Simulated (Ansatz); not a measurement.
Molecule: SeO2, net charge -1, doublet state. 
Geometry from a B3LYP-D3(BJ)/def2-TZVP (Ansatz, an electronic-structure program) optimisation:
```xyz
3

O     -1.4187     0.5890     0.0023
Se     0.0118    -0.3024     0.0097
O      1.3685     0.6963    -0.0437
```
Charge -1, spin multiplicity 2.

Basis-set convergence of Hartree-Fock and MP2 correlation energies (hartree) with Ansatz. Cores are frozen in the correlated levels unless marked. Open shells are spin-unrestricted. Spin-orbit coupling is left out. Frozen are the shells of the preceding noble gas and the d and f shells that filled before the atom's block. No relativistic terms. This anion needs diffuse functions, which these sets lack.

```csv
basis,functions,E(HF),"E(corr, MP2)"
cc-pVDZ,55,-2549.45758,-0.49857
cc-pVTZ,103,-2549.61846,-0.64809
cc-pVQZ,178,…,…
```

Question: What belongs in the gaps?

Answer: 
- cc-pVQZ, E(HF): -2549.64296
- cc-pVQZ, E(corr, MP2): -0.70537
